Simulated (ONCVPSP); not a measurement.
# What the settings do to the ONCV potential of boron (B)

Base potential:

- Element: B
- Generator: ONCVPSP 4.0.1
- Type: optimised norm-conserving Vanderbilt (ONCV)
- Functional: PBEsol
- Relativity: non-relativistic
- Frozen core: [He]
- Valence charge: 3
- Reference configuration: 2s2 2p1
- Partial waves: 2s: rc 1.25 bohr, ncon 4, nbas 9, qcut 4.8 1/bohr, local; 2p: rc 3.95 bohr, ncon 3, nbas 6, qcut 3.6 1/bohr, 3 projectors, debl 0.8 Ha
- Local potential: the s channel
- Core correction: Teter function, parameters optimised by the program

Cutoffs, loose and tight: the cutoffs (Ha) at which the residual kinetic energy of the hardest occupied pseudo-wave falls to 1 and 0.1 mHa per electron. They do not see the model core or the augmentation charge, which bear on the density cutoff. Test errors are all-electron minus pseudo excitation energies from the reference, over the configurations 2s2 2p0; 2s1 2p0; 2s2 2p0.5; 2s1 2p1. A dash means not determined; rows that change the core or the reference have their own tests.

| change | outcome | cutoff, loose | cutoff, tight | bound ghosts | GHOST(+) flags above zero | largest test error (meV) |
| --- | --- | --- | --- | --- | --- | --- |
| base | generated | 12 Ha | 51 Ha | none | none | +699 |
| s: qcut 3.1; p: qcut 2.3 | generated | 50 Ha | 143 Ha | none | none | +1363 |
| s: qcut 3.5; p: qcut 2.6 | generated | 41 Ha | 139 Ha | none | none | +1165 |
| s: qcut 3.8; p: qcut 2.9 | generated | 25 Ha | 134 Ha | none | none | +1001 |
| s: qcut 4.5; p: qcut 3.4 | generated | 12 Ha | 85 Ha | none | none | +781 |
| s: qcut 5.2; p: qcut 3.9 | generated | 12 Ha | 26 Ha | none | none | +612 |
| s: qcut 5.7; p: qcut 4.3 | generated | 12 Ha | 16 Ha | none | none | +588 |
| s: qcut 6.1; p: qcut 4.5 | generated | 13 Ha | 16 Ha | none | none | +563 |
| s: qcut 6.6; p: qcut 5 | generated | 13 Ha | 17 Ha | none | none | +550 |
| s: qcut 7.1; p: qcut 5.3 | generated | 13 Ha | 18 Ha | none | none | +531 |
